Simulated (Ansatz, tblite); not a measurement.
Removing and adding an electron: Ge₅Se (the lowest singlet isomer of a short search). The state is a singlet with charge 0. Geometry: r2SCAN-D4/def2-SVP. Ansatz, gas phase; energy differences of separate SCF runs; the oxidised species was run as a doublet alone; the reduced species was run as a doublet alone.

```xyz
6

Ge    0.888    0.743    1.028
Ge    0.187    0.231   -1.530
Ge    1.770   -1.343   -0.830
Ge   -1.044    2.049   -0.379
Ge   -0.111   -1.837    0.705
Se   -1.690    0.157    1.005
```

The xTB rows come from tblite. Another isomer (singlet) lies 0.04 eV lower at PBE0-D4/def2-TZVP; other spin states weren't run for this one.

(1) Estimate orbital energies and vertical ionisation energies and electron affinities at: GFN1-xTB; GFN2-xTB; PBE-D4/def2-SVP; PBE0-D4/def2-SVP.

Results:

(1) 
```json
{"level": "GFN1-xTB", "−HOMO (eV)": "9.54", "vertical IE (eV)": "11.37", "−LUMO (eV)": "8.30", "vertical EA (eV)": "–", "HOMO–LUMO gap (eV)": "1.24", "IE − EA (eV)": "–", "remarks": "–"}
{"level": "GFN2-xTB", "−HOMO (eV)": "8.82", "vertical IE (eV)": "11.41", "−LUMO (eV)": "7.37", "vertical EA (eV)": "4.86", "HOMO–LUMO gap (eV)": "1.45", "IE − EA (eV)": "6.55", "remarks": "–"}
{"level": "PBE-D4/def2-SVP", "−HOMO (eV)": "5.24", "vertical IE (eV)": "7.53", "−LUMO (eV)": "3.38", "vertical EA (eV)": "1.24", "HOMO–LUMO gap (eV)": "1.86", "IE − EA (eV)": "6.29", "remarks": "HOMO above zero (-1 doublet)"}
{"level": "PBE0-D4/def2-SVP", "−HOMO (eV)": "6.06", "vertical IE (eV)": "7.62", "−LUMO (eV)": "2.84", "vertical EA (eV)": "1.37", "HOMO–LUMO gap (eV)": "3.21", "IE − EA (eV)": "6.26", "remarks": "HOMO above zero (-1 doublet)"}
```

Relaxing the reduced species (r2SCAN-D4/def2-SVPD) changes its energy by -0.55 eV at PBE-D4/def2-SVP, so the adiabatic electron affinity to this nearest minimum is 1.79 eV. At PBE0-D4/def2-SVP it is 1.92 eV.     A HOMO above zero means that the electron is unbound at that level or that self-interaction error raises the level; the energy of removing that electron tells which. Raw xTB energy differences between charge states are shifted by several eV; the methods need an empirical correction for them. Sets without diffuse functions give affinities that are too small.
